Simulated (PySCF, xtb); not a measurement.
C₂H₆BFO₂, SMILES B(F)(OC)OC.

GFN2-xTB (xtb 6.7.1) at its own geometry gives an orbital gap of 7.87 eV and a dipole moment of 2.65 D.

Coordinates come from a ωB97X-D3(BJ)/def2-SVP optimisation. Other conformers were not sampled.

What does PBE/def2-TZVP (PySCF) give? (An estimate is asked for; the answer gives what the named calculation found.)

gap 7.02 eV (levels -6.92 and 0.10 eV), dipole 2.02 D.
